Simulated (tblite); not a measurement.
Compound: C2H13BrSi4.
Numbering: `[CH3:1][CH2:2][Si@H:3]([SiH2:4][SiH3:5])[SiH2:6][Br:7]` (hydrogens: H8, H9, H10 on C1; H11, H12 on C2; H13 on Si3; H14, H15 on Si4; H16, H17, H18 on Si5; H19, H20 on Si6)

Computed with GFN2-xTB (tblite), gas phase: L-BFGS steps from a force-field or distance-geometry start until the largest atomic force falls under 0.01 eV/Å.

Step 10: E = -596.4233 eV
```
atom  x, y, z in Å  |  force x, y, z in eV/Å
C1     -1.9969   -0.9754    0.7262   -0.074   0.133  -0.146
C2     -2.1755   -0.1171   -0.5370    0.114  -0.002   0.022
Si3    -0.4683    0.6253   -1.0419   -0.270   0.042   0.203
Si4     1.0904   -1.0985   -1.0134    0.155   0.005   0.017
Si5     3.0100   -0.7641    0.2296    0.123   0.001   0.034
Si6    -0.1424    2.3430    0.5013    0.068   0.014   0.096
Br7     1.0005    1.7293    2.3494   -0.005  -0.024  -0.012
H8     -1.3425   -0.4737    1.4482   -0.178  -0.139  -0.080
H9     -1.5462   -1.9346    0.4589   -0.111   0.197   0.157
H10    -2.9518   -1.1694    1.2199    0.105   0.002  -0.112
H11    -2.5643   -0.7365   -1.3519   -0.008   0.069   0.161
H12    -2.9216    0.6691   -0.3601    0.169  -0.153   0.002
H13    -0.6091    1.3526   -2.3261   -0.069  -0.059   0.050
H14     1.3910   -1.3717   -2.4211    0.065  -0.059  -0.152
H15     0.4224   -2.3239   -0.5633   -0.036  -0.100  -0.037
H16     3.6497    0.4803   -0.2255    0.015  -0.100   0.016
H17     3.9141   -1.8920   -0.0125    0.077   0.068  -0.020
H18     2.8039   -0.6674    1.6704    0.000  -0.060  -0.067
H19     0.7192    3.4278    0.0333   -0.067   0.060   0.016
H20    -1.2879    2.9077    1.2126   -0.071   0.107  -0.149
```

Step 11: E = -596.4373 eV
```
atom  x, y, z in Å  |  force x, y, z in eV/Å
C1     -2.0025   -0.9744    0.7256   -0.054   0.092  -0.086
C2     -2.1761   -0.1216   -0.5338    0.096   0.057  -0.051
Si3    -0.4786    0.6203   -1.0393   -0.042   0.071   0.208
Si4     1.0965   -1.0972   -1.0213    0.135   0.041   0.053
Si5     3.0169   -0.7746    0.2269    0.047   0.018   0.012
Si6    -0.1471    2.3482    0.4982    0.072  -0.044   0.078
Br7     0.9903    1.7467    2.3502    0.030  -0.076   0.027
H8     -1.3547   -0.4763    1.4507   -0.097  -0.066  -0.014
H9     -1.5498   -1.9307    0.4632   -0.081   0.097   0.130
H10    -2.9570   -1.1640    1.2133   -0.005  -0.051  -0.053
H11    -2.5683   -0.7379   -1.3462   -0.037   0.027   0.100
H12    -2.9128    0.6695   -0.3587    0.067  -0.094   0.020
H13    -0.6170    1.3497   -2.3195   -0.080  -0.042   0.005
H14     1.3931   -1.3854   -2.4249    0.077  -0.026  -0.188
H15     0.4319   -2.3243   -0.5789   -0.073  -0.140   0.007
H16     3.6508    0.4695   -0.2188    0.059  -0.008  -0.027
H17     3.9331   -1.8877   -0.0120    0.100  -0.005  -0.041
H18     2.8144   -0.6750    1.6647   -0.035  -0.061   0.003
H19     0.7173    3.4348    0.0492   -0.040   0.091  -0.049
H20    -1.2858    2.9209    1.2085   -0.139   0.118  -0.134
```

Step 12: E = -596.4452 eV
```
atom  x, y, z in Å  |  force x, y, z in eV/Å
C1     -2.0071   -0.9720    0.7239   -0.038   0.035  -0.008
C2     -2.1749   -0.1230   -0.5329    0.048   0.062  -0.064
Si3    -0.4850    0.6192   -1.0354    0.145   0.074   0.149
Si4     1.1032   -1.0969   -1.0254    0.070   0.014   0.025
Si5     3.0232   -0.7806    0.2260    0.008   0.011  -0.009
Si6    -0.1489    2.3515    0.4979    0.052  -0.032   0.072
Br7     0.9844    1.7565    2.3518    0.048  -0.103   0.052
H8     -1.3640   -0.4791    1.4520   -0.032   0.008   0.047
H9     -1.5541   -1.9267    0.4686   -0.035   0.001   0.080
H10    -2.9599   -1.1628    1.2090   -0.095  -0.059  -0.025
H11    -2.5719   -0.7380   -1.3408   -0.046  -0.013   0.025
H12    -2.9071    0.6677   -0.3580   -0.018  -0.009   0.033
H13    -0.6232    1.3480   -2.3168   -0.081  -0.045   0.013
H14     1.3958   -1.3941   -2.4312    0.069   0.009  -0.137
H15     0.4361   -2.3277   -0.5880   -0.058  -0.102   0.011
H16     3.6526    0.4637   -0.2155    0.085   0.045  -0.048
H17     3.9465   -1.8859   -0.0126    0.107  -0.033  -0.047
H18     2.8203   -0.6809    1.6620   -0.049  -0.060   0.042
H19     0.7161    3.4409    0.0578   -0.036   0.088  -0.074
H20    -1.2872    2.9308    1.2044   -0.143   0.108  -0.136
```

Step 13: E = -596.4516 eV
```
atom  x, y, z in Å  |  force x, y, z in eV/Å
C1     -2.0113   -0.9695    0.7224   -0.028  -0.018   0.062
C2     -2.1730   -0.1230   -0.5333    0.000   0.044  -0.036
Si3    -0.4870    0.6200   -1.0297    0.250   0.055   0.066
Si4     1.1092   -1.0969   -1.0280    0.003  -0.045  -0.027
Si5     3.0283   -0.7846    0.2253    0.010  -0.003  -0.019
Si6    -0.1490    2.3536    0.4995    0.024   0.020   0.073
Br7     0.9813    1.7613    2.3540    0.051  -0.110   0.063
H8     -1.3714   -0.4811    1.4537    0.002   0.062   0.085
H9     -1.5580   -1.9236    0.4742    0.001  -0.066   0.034
H10    -2.9636   -1.1631    1.2054   -0.140  -0.046  -0.018
H11    -2.5752   -0.7381   -1.3363   -0.037  -0.032  -0.036
H12    -2.9032    0.6662   -0.3568   -0.070   0.060   0.035
H13    -0.6292    1.3458   -2.3145   -0.073  -0.050   0.038
H14     1.3990   -1.3999   -2.4383    0.054   0.041  -0.057
H15     0.4378   -2.3321   -0.5941   -0.026  -0.039  -0.001
H16     3.6555    0.4604   -0.2141    0.093   0.066  -0.051
H17     3.9579   -1.8851   -0.0140    0.094  -0.030  -0.044
H18     2.8233   -0.6863    1.6608   -0.052  -0.059   0.051
H19     0.7144    3.4468    0.0624   -0.040   0.067  -0.078
H20    -1.2910    2.9399    1.1985   -0.115   0.084  -0.139
```

**Question.** Estimate the geometry and energy of step 14. (The exact step hangs on the optimiser's Hessian estimate; all steps are aligned on step 13, rigid shifts and turns removed.)

**Answer.** E = -596.4601 eV, largest force 0.291 eV/Å
```
atom  x, y, z in Å  |  force x, y, z in eV/Å
C1     -2.0170   -0.9666    0.7216   -0.018  -0.073   0.130
C2     -2.1704   -0.1221   -0.5343   -0.045   0.014   0.024
Si3    -0.4846    0.6219   -1.0200    0.288   0.006  -0.042
Si4     1.1165   -1.0976   -1.0318   -0.059  -0.124  -0.088
Si5     3.0344   -0.7894    0.2239    0.042  -0.017  -0.024
Si6    -0.1483    2.3565    0.5037   -0.013   0.100   0.071
Br7     0.9790    1.7635    2.3577    0.041  -0.104   0.068
H8     -1.3807   -0.4823    1.4575    0.009   0.103   0.107
H9     -1.5624   -1.9208    0.4818    0.028  -0.113  -0.010
H10    -2.9712   -1.1637    1.1994   -0.152  -0.025  -0.018
H11    -2.5797   -0.7390   -1.3315   -0.006  -0.024  -0.084
H12    -2.8992    0.6655   -0.3543   -0.101   0.116   0.020
H13    -0.6384    1.3411   -2.3094   -0.051  -0.048   0.065
H14     1.4044   -1.4060   -2.4479    0.033   0.078   0.042
H15     0.4395   -2.3378   -0.6019    0.014   0.039  -0.017
H16     3.6613    0.4571   -0.2134    0.086   0.065  -0.043
H17     3.9738   -1.8840   -0.0167    0.061  -0.010  -0.034
H18     2.8256   -0.6942    1.6599   -0.049  -0.059   0.037
H19     0.7105    3.4555    0.0660   -0.044   0.031  -0.070
H20    -1.2982    2.9531    1.1867   -0.063   0.043  -0.134
```

The energy changes by -0.0085 eV. The first-order estimate −F·Δx gives -0.0114 eV and the mean of the old and new forces, exact on a quadratic surface, -0.0085 eV. The step makes an angle of 60° with the force vector and moves no atom by more than 0.019 Å.

The cost below is that of the whole relaxation. The run took 2.5 s wall on one thread of an Arm Neoverse N1, on a shared host.
